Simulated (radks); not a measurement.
F+, configuration [He] 2s2 2p4. All-electron calculation, scalar-relativistic Kohn-Sham, TASK exchange with Perdew-Wang LDA correlation, spin-unpolarised, spherical densities, finite nucleus; meta-GGA in the generalised Kohn-Sham scheme; Fermi nuclear charge, rms radius 2.8976 fm. Program: a radial shooting solver on a logarithmic mesh with Libxc functionals.

Local quantities along the radius. ELF = 1/(1 + alpha^2) is the electron localisation function; alpha = (tau - tau_W)/tau_unif compares the Pauli kinetic energy density with that of the uniform gas; 4 pi r^2 rho is in e/bohr; -r V(r) is the screened charge that the Kohn-Sham potential presents (atomic units); r v_xc is r times the local exchange-correlation potential (hartree bohr, multiplicative part alone). tau is taken from the large components.

r (bohr)	ELF	alpha	4 pi r^2 rho	-r V(r)	r v_xc
0.009287	1.000	0.004104	0.4187	8.973	-0.2121
0.01143	1.000	0.004315	0.6100	8.936	-0.2298
0.01408	1.000	0.004594	0.8810	8.890	-0.2509
0.01733	1.000	0.004969	1.259	8.834	-0.2761
0.02117	1.000	0.005457	1.751	8.766	-0.3045
0.02607	1.000	0.006155	2.429	8.680	-0.3386
0.03209	1.000	0.007147	3.302	8.574	-0.3773
0.03951	1.000	0.008602	4.379	8.443	-0.4201
0.04826	1.000	0.01072	5.583	8.290	-0.4636
0.05942	1.000	0.01423	6.932	8.096	-0.5077
0.07316	1.000	0.02020	8.228	7.859	-0.5433
0.09007	0.999	0.03120	9.246	7.564	-0.5560
0.11	0.997	0.05220	9.720	7.211	-0.5273
0.1355	0.990	0.1005	9.482	6.793	-0.4738
0.1668	0.954	0.2198	8.460	6.570	-0.6382
0.2053	0.783	0.5268	6.887	6.489	-0.9662
0.2508	0.390	1.250	5.316	5.531	-0.4269
0.3088	0.140	2.474	4.196	4.948	-0.3154
0.3802	0.137	2.507	3.996	4.719	-0.6028
0.4681	0.347	1.372	4.623	4.351	-0.7974
0.5717	0.651	0.7323	5.477	3.863	-0.8736
0.7039	0.809	0.4866	5.944	3.340	-0.9229
0.8667	0.853	0.4145	5.548	2.898	-0.9870
1.067	0.845	0.4286	4.352	2.566	-1.049
1.303	0.789	0.5179	2.877	2.378	-1.120
1.605	0.646	0.7399	1.515	2.172	-1.067
1.976	0.383	1.268	0.6206	1.303	-0.2693
2.432	0.119	2.715	0.1899	0.4519	0.5567
2.971	0.021	6.906	0.04514	0.9540	0.04772
3.658	0.002	21.88	0.007150	1.150	-0.1494

On this mesh the ELF has minima near r = 0.34 bohr, which separate the shells, and maxima near 0.96 (0.85).
